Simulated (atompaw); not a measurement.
What one change does to a pseudopotential (oxygen (O), PAW (atompaw))

oxygen (O), PAW, made with atompaw 4.2.0.5 (PBE, non-relativistic). Core [He], reference 2s2 2p4. Waves: 2s (bound): rc 2.25 bohr; 2s channel at 1.15 Ry: rc 0.65 bohr; 2p (bound): rc 2.25 bohr; 2p channel at -0.3 Ry: rc 2.25 bohr. Local part: troulliermartins scheme with l = 2 at 0 Ry, radius 2.05 bohr. Core correction: smooth core density matched at 1.70 bohr. Augmentation charge: sinc compensation charge, radius 1.90 bohr; PAW radius 2.25 bohr; waves and projectors: custom rrkj gramschmidtortho.

Change: augmentation sinc compensation charge, radius 1.90 bohr; PAW radius 2.25 bohr; waves and projectors: custom polynom gramschmidtortho.

Cutoffs: the cutoffs (Ry, on a coarse ladder) from which the occupation-weighted sum of valence levels, in a spherical-Bessel basis at the reference potential, stays within 10 and 1 mRy of its value at 400 Ry; they do not see the model core or the augmentation charge, which bear on the density cutoff.

Task: What does the change do?

Result: The potential gets harder (15 Ry and 18 Ry → 15 Ry and 25 Ry); both files keep a bound ghost (s); the range in which the p phases agree narrows (upper end at the end of the scan → 1.9).

| quantity | base | changed |
| --- | --- | --- |
| cutoff, loose | 15 Ry | 15 Ry |
| cutoff, tight | 18 Ry | 25 Ry |
| bound ghosts | s | s |
| s: phases at 2.26 bohr within 0.05 rad from the reference energy up to (Ry; the scan ends near 5) | to the end of the scan | to the end of the scan |
| p: phases at 2.26 bohr within 0.05 rad from the reference energy up to (Ry; the scan ends near 5) | to the end of the scan | 1.9 |
| lowest overlap eigenvalue by channel | s 0.89, p 0.93 | s 0.90, p 0.94 |

 A true bound ghost makes a file unfit for plane-wave use even where its test errors are small: the radial tests pick states by their node count and pass the ghost by. The cutoffs see the waves, projectors and local potential, not the compensation charge or the core.
